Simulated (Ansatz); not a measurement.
A nudged elastic band was laid between two geometries of C2H4FNSi (9 atoms, charge 0, multiplicity 1).

Method: Ansatz 0.2.0, RKS B3LYP-D4/6-31G*.

```json
{"movable images": "9", "climbing image": "yes", "spring": "5.0 eV/Å²", "optimiser": "quadratic models (default)", "start path": "IDPP", "force threshold": "0.03 eV/Å", "iteration limit": "56", "end points": "relaxed"}
```

Image 0:

```xyz
9
Properties=species:S:1:pos:R:3
N -0.350 1.474 -1.301
C -0.249 0.430 -0.590
Si 0.786 -0.953 0.174
C -0.717 0.073 0.778
F -0.756 1.020 1.771
H 0.243 1.403 -2.136
H 2.160 -0.553 0.550
H 0.604 -2.411 -0.032
H -1.633 -0.531 0.769
```

Image 10:

```xyz
9
Properties=species:S:1:pos:R:3
N -0.719 1.095 -1.509
C -0.136 0.544 -0.528
Si 0.878 -0.858 0.227
C -0.548 0.247 0.873
F -1.841 -0.118 1.155
H -0.165 0.984 -2.367
H 2.210 -0.734 0.869
H 0.587 -2.198 -0.329
H -0.179 0.991 1.591
```

(1) What changes between the two ends?

(2) Give the energies along the band, and the barrier.

(3) What is the geometry of the highest image?

(4) What are the harmonic wavenumbers there?

Results:

(1) No bond is made or broken. The dihedral N1–C2–C4–H9 goes from 100 to -99°. The two ends are copies of one structure, up to a mirror image or an exchange of like atoms.

(2) The run converged. The highest image is number 5 of 0 to 10, 2.37 eV above the ends, which have the same energy within 2 meV. A vibrational analysis at the climbing image gives one clearly imaginary mode, 624i cm⁻¹: a first-order saddle point.

```json
{"image": "0", "path coordinate (Å)": "0.00", "energy (eV)": "0.00", "dihedral N1–C2–C4–H9 (°)": "100"}
{"image": "1", "path coordinate (Å)": "0.42", "energy (eV)": "0.08", "dihedral N1–C2–C4–H9 (°)": "102"}
{"image": "2", "path coordinate (Å)": "0.84", "energy (eV)": "0.41", "dihedral N1–C2–C4–H9 (°)": "113"}
{"image": "3", "path coordinate (Å)": "1.26", "energy (eV)": "1.09", "dihedral N1–C2–C4–H9 (°)": "130"}
{"image": "4", "path coordinate (Å)": "1.68", "energy (eV)": "1.95", "dihedral N1–C2–C4–H9 (°)": "144"}
{"image": "5", "path coordinate (Å)": "2.10", "energy (eV)": "2.37", "dihedral N1–C2–C4–H9 (°)": "155"}
{"image": "6", "path coordinate (Å)": "2.58", "energy (eV)": "2.01", "dihedral N1–C2–C4–H9 (°)": "167"}
{"image": "7", "path coordinate (Å)": "3.07", "energy (eV)": "1.25", "dihedral N1–C2–C4–H9 (°)": "-172"}
{"image": "8", "path coordinate (Å)": "3.55", "energy (eV)": "0.47", "dihedral N1–C2–C4–H9 (°)": "-142"}
{"image": "9", "path coordinate (Å)": "4.04", "energy (eV)": "0.08", "dihedral N1–C2–C4–H9 (°)": "-119"}
{"image": "10", "path coordinate (Å)": "4.52", "energy (eV)": "0.00", "dihedral N1–C2–C4–H9 (°)": "-99"}
```

(3) 
```xyz
9
Properties=species:S:1:pos:R:3:forces:R:3
N -0.254 1.587 -1.347 -0.01 0.01 0.00
C -0.126 0.670 -0.470 0.01 0.00 -0.01
Si 0.725 -0.935 0.078 0.00 0.00 0.00
C -0.493 0.494 0.891 0.00 -0.01 0.00
F -1.640 0.917 1.482 0.00 0.00 0.00
H 0.303 1.410 -2.183 0.00 -0.01 0.00
H 1.866 -1.259 0.976 0.00 0.00 0.00
H 0.281 -2.220 -0.548 0.00 0.00 0.00
H -0.574 -0.710 1.104 0.00 0.00 0.00
```

(4) 624i, 226, 306, 351, 386, 429, 528, 566, 640, 730, 783, 955, 1013, 1180, 1235, 1663, 1749, 2026, 2185, 2230, 3489 cm⁻¹.

Time of the run: 7.5 min on 1 thread of Intel(R) Xeon(R) Platinum 8488C (Sapphire Rapids) (shared host), peak memory 0.19 GiB.
